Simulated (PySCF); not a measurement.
Ga(H)(F)(OMe) (CH4FGaO), SMILES C[O][GaH][F].

The structure is a stationary point at B3LYP-D3(BJ)/def2-SVP. The structure was generated by enumeration; whether it is a known compound was not checked. The values are those of a single conformer.

Two levels are set side by side: TDDFT-PBE/def2-SVPD (PySCF) and TDDFT-PBE0/def2-SVPD (PySCF). Vertical, same geometry. The lowest singlet is HOMO−1→LUMO 100 % with PBE and HOMO−1→LUMO 99 % with the other functional; states are paired by order. Differences are taken from unrounded values.

| quantity | TDDFT-PBE |
|---|---|
| lowest singlet excitation (eV) | 5.30 |
| lowest triplet excitation (TDA) (eV) | 4.68 |
| first bright state (f over 0.05) (eV) | 5.91 |
| its oscillator strength | 0.09 |

Problem. These are the TDDFT-PBE values. What does TDDFT-PBE0 give? (Estimate from the structure and the level; the computed values follow.)

Solution. 
```
quantity                               TDDFT-PBE0  TDDFT-PBE minus TDDFT-PBE0
-------------------------------------  ----------  --------------------------
lowest singlet excitation (eV)               6.04                       -0.74
lowest triplet excitation (TDA) (eV)         5.43                       -0.75
first bright state (f over 0.05) (eV)        6.82                       -0.91
its oscillator strength                      0.11                       -0.01
```

A lower first singlet is the usual sign of a functional without exact exchange. Differences between two approximate levels are no errors against the true value.

Rough cost on one machine, each run with all the roots and properties that it gave: TDDFT-PBE0 against TDDFT-PBE about 3 times.
